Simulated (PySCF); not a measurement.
## Assignment exercise: C8H10OSi

Numbering as in the mapped SMILES `[CH3:1][C:2](=[O:3])[C:4]#[C:5][C:6]1=[CH:7][SiH2:8][C@H:9]1[CH3:10]`; H(Xn) means a hydrogen on atom n. Ha(Si8) is cis to C10 on the ring; Hb(Si8) is trans to C10 on the ring.

[PySCF 2.14: PBE0/pcSseg-1 with gauge-including orbitals; GFN2-xTB structure; non-relativistic Hamiltonian; single conformer; no solvent model; equivalent nuclei averaged]

Referencing at the same level of theory: ¹³C and ¹H vs TMS.

Problem. Assign these signals to the numbered atoms. ¹³C{¹H} NMR (computed): δ 188.5, 158.8, 157.9, 98.1, 89.9, 37.3, 36.1, 19.2.

Solution. 
| δ (ppm) | atoms | environment | reason |
| --- | --- | --- | --- |
| 188.5 | C2 | carbonyl carbon of an ynone | – |
| 158.8 | C7 | alkene CH | the olefinic region |
| 157.9 | C6 | fully substituted alkene carbon | the olefinic region |
| 98.1 | C4 | alkyne carbon | the triple bond shields along its axis, which puts it between sp3 and sp2 carbons |
| 89.9 | C5 | alkyne carbon | – |
| 37.3 | C1 | methyl carbon α to a carbonyl | α to the electron-withdrawing carbonyl group |
| 36.1 | C9 | allylic sp3 CH bonded to Si | – |
| 19.2 | C10 | methyl carbon | a saturated carbon with 1 carbon neighbour and no heteroatom attached |

C7 and C6; C1 and C9 lie closer than the usual error of such a calculation, so a measured spectrum could show them in the other order.

Problem. Assign these signals to the numbered atoms. ¹H NMR (500 MHz, computed): δ 6.95 (m, 1H), 4.90 (m, 1H), 4.54 (m, 1H), 2.47 (m, 1H), 2.44 (s, 3H), 1.43 (d, 3H).

Solution. 
| δ (ppm) | atoms | environment | reason |
| --- | --- | --- | --- |
| 6.95 | H(C7) | hydrogen on an alkene CH | a vinylic proton, deshielded by the sp2 carbon and the C=C anisotropy |
| 4.90 | Hb(Si8) | hydrogen on a silicon bonded to 2 C, in a 4-membered ring | – |
| 4.54 | Ha(Si8) | hydrogen on a silicon bonded to 2 C, in a 4-membered ring | – |
| 2.47 | H(C9) | hydrogen on an allylic sp3 CH bonded to Si | allylic position |
| 2.44 | H(C1) | hydrogen on a methyl carbon α to a carbonyl | α to C=O |
| 1.43 | H(C10) | hydrogen on a methyl carbon | – |

H(C9) and H(C1) lie closer than the usual error of such a calculation, so a measured spectrum could show them in the other order.

Shifts are as computed. Against solution values, carbons near 30 ppm lie about +3 ppm off and those near 130 ppm about +5 ppm. Of 1211 compounds with measured shifts, 218 miss one by over three times the rms of a fit or turn the order of signals round; such compounds aren't used in these exercises. Multiplicities follow the n + 1 count of equivalent neighbours, as no J values were calculated; m marks all less simple cases, F and P coupling included.
